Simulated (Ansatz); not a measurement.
`FB1CO1` + `C[SeH]` → `C[Se]B1CO1` + H–F  (ligand exchange at a B–F bond)

Program: Ansatz. Geometries: PBE0-D4/def2-TZVP. ΔE: electronic, gas phase. CBS: MP2 limit from def2 TZ/QZ plus the TZ coupled-cluster correction, frozen cores. This one scheme is used for every species. Functionals use def2-TZVPP. B3LYP here is the variant with VWN-RPA as its local correlation; programs differ in this. For Se outer-core shells are correlated without core-valence functions, which leaves a few kJ/mol of doubt a bond. Scalar relativity is left out up to krypton. One conformer a species, not always the lowest.

```
             level  ΔE (kJ/mol)  difference from CCSD(T)/CBS
            PBE-D4         47.8                         -0.1
         r2SCAN-D4         56.3                          8.4
           PBE0-D4         49.5                          1.6
          B3LYP-D4         60.6                         12.7
           ωB97X-V         59.7                         11.8
           ωB97M-V         60.8                         12.9
            B2PLYP         61.7                         13.8
               PBE         53.5                          5.6
            r2SCAN         57.9                         10.0
              PBE0         54.6                          6.7
             B3LYP         69.6                         21.7
     HF/def2-TZVPP         83.6                         35.7
    MP2/def2-TZVPP         43.2                         -4.7
SCS-MP2/def2-TZVPP         52.4                          4.5
   CCSD/def2-TZVPP         56.8                          8.9
CCSD(T)/def2-TZVPP         51.8                          3.9
     HF/def2-QZVPP         85.0                         37.1
    MP2/def2-QZVPP         41.4                         -6.5
SCS-MP2/def2-QZVPP         51.0                          3.1
      HF/CBS(def2)         85.2                         37.3
     MP2/CBS(def2)         39.3                         -8.6
    CCSD/CBS(def2)         52.9                          5.0
       CCSD(T)/CBS         47.9                            0
```

Largest T1 diagnostic among the species: 0.014.

In def2-TZVPP, CCSD(T) changes the Hartree–Fock value by −31.8 kJ/mol (the triples alone add −5.0 kJ/mol) and MP2 by −40.4 kJ/mol. The D4 term adds −9.0 kJ/mol with B3LYP and −5.1 kJ/mol with PBE0; it sums over pairs of atoms, weighted by their polarisabilities, and B3LYP, whose exchange is more repulsive, gets the larger term.
